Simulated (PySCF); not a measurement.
## Spinor energies of Pd²⁺ (palladium, charge +2)

Start: [Kr] 4d7 5s1; 4d3/2 filled at m_j = +1/2, +3/2; 4d5/2 filled at m_j = -3/2, -1/2, +1/2, +3/2, +5/2; 5s1/2 filled at m_j = +1/2. Calculated with PySCF 2.14 in x2c-TZVPall-2c: generalised Hartree-Fock with the X2C-1e Hamiltonian and a Gaussian nucleus; one run each with spin-orbit coupling (SO) switched off, then screened by Boettger's factors. This is a chosen level, not necessarily the ground level.

```json
{"spinor shell": "1s1/2", "electrons": "2", "ε, spin-free (eV)": "-24506.9", "ε, screened SO (eV)": "-24505.0", "weight of nominal j (screened SO)": "1.000", "rms radius, screened SO (bohr)": "0.0365"}
{"spinor shell": "2s1/2", "electrons": "2", "ε, spin-free (eV)": "-3689.2", "ε, screened SO (eV)": "-3688.6", "weight of nominal j (screened SO)": "1.000", "rms radius, screened SO (bohr)": "0.150"}
{"spinor shell": "2p1/2", "electrons": "2", "ε, spin-free (eV)": "-3303.9", "ε, screened SO (eV)": "-3414.2", "weight of nominal j (screened SO)": "1.000", "rms radius, screened SO (bohr)": "0.130"}
{"spinor shell": "2p3/2", "electrons": "4", "ε, spin-free (eV)": "-3303.9", "ε, screened SO (eV)": "-3252.6", "weight of nominal j (screened SO)": "1.000", "rms radius, screened SO (bohr)": "0.135"}
{"spinor shell": "3s1/2", "electrons": "2", "ε, spin-free (eV)": "-727.10", "ε, screened SO (eV)": "-726.90", "weight of nominal j (screened SO)": "1.000", "rms radius, screened SO (bohr)": "0.403"}
{"spinor shell": "3p1/2", "electrons": "2", "ε, spin-free (eV)": "-597.19", "ε, screened SO (eV)": "-617.11", "weight of nominal j (screened SO)": "1.000", "rms radius, screened SO (bohr)": "0.399"}
{"spinor shell": "3p3/2", "electrons": "4", "ε, spin-free (eV)": "-597.19", "ε, screened SO (eV)": "-587.82", "weight of nominal j (screened SO)": "1.000", "rms radius, screened SO (bohr)": "0.409"}
{"spinor shell": "3d3/2", "electrons": "4", "ε, spin-free (eV)": "-391.27", "ε, screened SO (eV)": "-394.90", "weight of nominal j (screened SO)": "0.991", "rms radius, screened SO (bohr)": "0.387"}
{"spinor shell": "3d5/2", "electrons": "6", "ε, spin-free (eV)": "-391.27", "ε, screened SO (eV)": "-388.61", "weight of nominal j (screened SO)": "0.994", "rms radius, screened SO (bohr)": "0.390"}
{"spinor shell": "4s1/2", "electrons": "2", "ε, spin-free (eV)": "-135.69", "ε, screened SO (eV)": "-135.62", "weight of nominal j (screened SO)": "1.000", "rms radius, screened SO (bohr)": "1.00"}
{"spinor shell": "4p1/2", "electrons": "2", "ε, spin-free (eV)": "-95.380", "ε, screened SO (eV)": "-101.05", "weight of nominal j (screened SO)": "0.840", "rms radius, screened SO (bohr)": "1.09"}
{"spinor shell": "4p3/2", "electrons": "4", "ε, spin-free (eV)": "-95.380", "ε, screened SO (eV)": "-92.591", "weight of nominal j (screened SO)": "0.920", "rms radius, screened SO (bohr)": "1.11"}
{"spinor shell": "4d5/2", "electrons": "5", "ε, spin-free (eV)": "-39.430", "ε, screened SO (eV)": "-40.302", "weight of nominal j (screened SO)": "0.536", "rms radius, screened SO (bohr)": "1.43"}
{"spinor shell": "4d3/2", "electrons": "2", "ε, spin-free (eV)": "-39.430", "ε, screened SO (eV)": "-37.296", "weight of nominal j (screened SO)": "0.621", "rms radius, screened SO (bohr)": "1.43"}
{"spinor shell": "5s1/2", "electrons": "1", "ε, spin-free (eV)": "-25.201", "ε, screened SO (eV)": "-25.191", "weight of nominal j (screened SO)": "1.000", "rms radius, screened SO (bohr)": "2.77"}
```

```
   quantity    spin-free  screened SO
E (hartree)  -5041.22002  -5042.08822
        M_J            5            5
       ⟨J²⟩       30.006       30.007
       ⟨L²⟩       12.005       12.164
       ⟨S²⟩        6.001        5.940
```

Each row is a mean over spinors that exchange with the open shell spreads, by up to 9.778 eV (4p3/2).

Rows whose weight is well below 1 are mixtures of j = l ± 1/2: exchange outweighs spin-orbit coupling there, and the label is only the starting occupation.

Breit and QED terms are absent; they matter most for the inner s and p1/2 levels.

Densities and radii are taken from the X2C orbitals without a picture-change correction, which distorts them close to the nucleus.

Without spin-orbit coupling the j labels of p, d and f shells carry no meaning; the spin-free column gives the mean over the occupied spinors of each nl shell.
